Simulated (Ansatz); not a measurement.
Several settings on one geometry of [RuNF4]- (RuNF₄⁻) (that of the charge -1 singlet, r2SCAN-D4/def2-SVPD). Ansatz on 4 threads of Arm Neoverse V2 on a shared host; times are rough.

Cartesian coordinates in Å:
```
Ru 0.000 0.000 0.120
N 0.003 -0.006 1.704
F 1.829 0.014 -0.459
F -0.013 1.832 -0.449
F -1.831 -0.010 -0.453
F 0.011 -1.828 -0.463
```

Totals from different functionals, basis sets or treatments of relativity can't be compared as stabilities.

DK, ANO-RCC and x2c sets are all-electron and run with scalar relativity unless a key says otherwise. In the def2 sets Ru takes a core potential; there is no spin–orbit coupling.

(1) Give the basis size and estimate the energy, ⟨S²⟩ and time of these runs.

```tsv
run	method	charge	state	further keys
1	RKS revPBE-D4/cc-pVTZ-DK	-1	singlet	nuclear_model: gaussian; scf: {omitted_lower_state_checks: [starts]}; forces asked
2	RKS ωPBEh/def2-mTZVP	-1	singlet	scf: {omitted_lower_state_checks: [starts]}; forces asked
3	RKS SVWN5/ANO-RCC-VTZP	-1	singlet	scf: {lower_state_search: off}
4	RKS CAM-B3LYP-D4/x2c-TZVPPall	-1	singlet	scf: {omitted_lower_state_checks: [starts]}
```

## Answers

(1) 
| run | functions | energy (Eh) | ⟨S²⟩ | wall time |
| --- | --- | --- | --- | --- |
| 1 | 227 | -4984.8877 | – | 3.5 s |
| 2 | 128 | -548.9403 | – | 2.1 s |
| 3 | 218 | -4977.3608 | – | 2.5 s |
| 4 | 234 | -4985.4982 | – | 4.2 s |

The highest occupied level of an anion often lies above zero with these methods, and sets without diffuse functions describe the outer electron poorly.
